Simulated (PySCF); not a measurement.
Can point charges reproduce the dipole moment of `Cc1c(F)cc(C(F)(F)F)p1C`?

Coordinates (GFN2-xTB, Å) and charges (e) from the PBE0/pcSseg-1 density (PySCF):

```json
{"atom": "C1", "x": "2.745", "y": "-0.226", "z": "-0.338", "Mulliken": "-0.1186", "IAO": "-0.4247", "Hirshfeld": "-0.1196", "ESP-fitted": "-0.4194"}
{"atom": "C2", "x": "1.282", "y": "-0.453", "z": "-0.183", "Mulliken": "-0.6931", "IAO": "-0.2348", "Hirshfeld": "-0.0614", "ESP-fitted": "+0.1174"}
{"atom": "C3", "x": "0.698", "y": "-1.525", "z": "0.394", "Mulliken": "+0.4094", "IAO": "+0.2631", "Hirshfeld": "+0.0714", "ESP-fitted": "+0.1543"}
{"atom": "F4", "x": "1.387", "y": "-2.530", "z": "0.963", "Mulliken": "-0.2733", "IAO": "-0.2665", "Hirshfeld": "-0.0790", "ESP-fitted": "-0.1576"}
{"atom": "C5", "x": "-0.736", "y": "-1.538", "z": "0.430", "Mulliken": "+0.0178", "IAO": "-0.1488", "Hirshfeld": "-0.0479", "ESP-fitted": "-0.1632"}
{"atom": "C6", "x": "-1.262", "y": "-0.431", "z": "-0.134", "Mulliken": "-0.6735", "IAO": "-0.2784", "Hirshfeld": "-0.0986", "ESP-fitted": "-0.1249"}
{"atom": "C7", "x": "-2.706", "y": "-0.134", "z": "-0.284", "Mulliken": "+0.9488", "IAO": "+0.8026", "Hirshfeld": "+0.2508", "ESP-fitted": "+0.5433"}
{"atom": "F8", "x": "-2.894", "y": "1.045", "z": "-0.906", "Mulliken": "-0.2785", "IAO": "-0.2873", "Hirshfeld": "-0.0875", "ESP-fitted": "-0.1498"}
{"atom": "F9", "x": "-3.378", "y": "-1.053", "z": "-1.000", "Mulliken": "-0.2674", "IAO": "-0.2820", "Hirshfeld": "-0.1035", "ESP-fitted": "-0.2008"}
{"atom": "F10", "x": "-3.346", "y": "-0.045", "z": "0.897", "Mulliken": "-0.2728", "IAO": "-0.2842", "Hirshfeld": "-0.1053", "ESP-fitted": "-0.1972"}
{"atom": "P11", "x": "0.000", "y": "0.598", "z": "-0.938", "Mulliken": "+0.6514", "IAO": "+0.5847", "Hirshfeld": "+0.1780", "ESP-fitted": "-0.1039"}
{"atom": "C12", "x": "0.030", "y": "2.067", "z": "0.188", "Mulliken": "-0.4396", "IAO": "-0.5945", "Hirshfeld": "-0.1528", "ESP-fitted": "-0.2522"}
{"atom": "H13", "x": "3.036", "y": "-0.344", "z": "-1.382", "Mulliken": "+0.1431", "IAO": "+0.1631", "Hirshfeld": "+0.0499", "ESP-fitted": "+0.1446"}
{"atom": "H14", "x": "3.012", "y": "0.785", "z": "-0.032", "Mulliken": "+0.1254", "IAO": "+0.1506", "Hirshfeld": "+0.0468", "ESP-fitted": "+0.1466"}
{"atom": "H15", "x": "3.305", "y": "-0.941", "z": "0.262", "Mulliken": "+0.1311", "IAO": "+0.1631", "Hirshfeld": "+0.0482", "ESP-fitted": "+0.1269"}
{"atom": "H16", "x": "-1.291", "y": "-2.343", "z": "0.881", "Mulliken": "+0.1085", "IAO": "+0.1794", "Hirshfeld": "+0.0671", "ESP-fitted": "+0.1900"}
{"atom": "H17", "x": "0.912", "y": "2.659", "z": "-0.050", "Mulliken": "+0.1536", "IAO": "+0.1613", "Hirshfeld": "+0.0503", "ESP-fitted": "+0.1382"}
{"atom": "H18", "x": "0.055", "y": "1.756", "z": "1.230", "Mulliken": "+0.1611", "IAO": "+0.1614", "Hirshfeld": "+0.0448", "ESP-fitted": "+0.0786"}
{"atom": "H19", "x": "-0.859", "y": "2.663", "z": "-0.006", "Mulliken": "+0.1667", "IAO": "+0.1718", "Hirshfeld": "+0.0482", "ESP-fitted": "+0.1295"}
```

**Question.** What dipole does each set of charges give (1 e·Å = 4.803 D), and what does the density give?

**Answer.** The full density gives (2.51, 1.21, 0.57) D, 2.84 D in size; dipole vectors point from the negative to the positive end.

| scheme | μx | μy | μz | size (D) | share of the full size (%) | angle to the full dipole (°) |
| --- | --- | --- | --- | --- | --- | --- |
| Mulliken | 3.28 | 4.01 | -1.95 | 5.54 | 195 | 41 |
| IAO | 2.97 | 2.43 | -2.08 | 4.37 | 154 | 42 |
| Hirshfeld | 1.62 | 0.96 | -0.62 | 1.98 | 70 | 30 |
| ESP-fitted | 2.56 | 1.29 | 0.56 | 2.93 | 103 | 1 |

**Question.** Which set comes closest?

**Answer.** Length of the difference vector: ESP-fitted 0.10 D, Hirshfeld 1.50 D, IAO 2.95 D, Mulliken 3.85 D. Closest: ESP-fitted. 

**Question.** What is left for the Hirshfeld atoms' own dipoles?

**Answer.** The Hirshfeld atoms' densities add up to the full density, so μ = Σ q r + Σ (atomic dipoles). The atomic dipoles sum to (2.51, 1.21, 0.57) − (1.62, 0.96, -0.62) = (0.89, 0.25, 1.19) D, 1.50 D in size.

**Question.** With the origin at the mean of the coordinates, (-0.001, 0.000, 0.000) Å, which are the largest single terms, by size, of the Hirshfeld dipole along the direction of the full one?

**Answer.** C7 -3.01, F9 +1.80, F10 +1.41, C1 -1.30, F8 +0.96 D; all 19 atoms together +1.71 D. The single terms depend on the origin, their sum doesn't.

**Question.** Give the size of the full dipole in other units.

**Answer.** 2.84 D = 1.118 au = 0.592 e·Å = 9.48 × 10⁻³⁰ C·m.

Geometry: GFN2-xTB; no solvent, vibrations or thermal averaging.

Conformer computed: `[CH3:1][c:2]1[c:3]([F:4])[cH:5][c:6]([C:7]([F:8])([F:9])[F:10])[p:11]1[CH3:12]`: C5–C6–C7–F8 -179°.
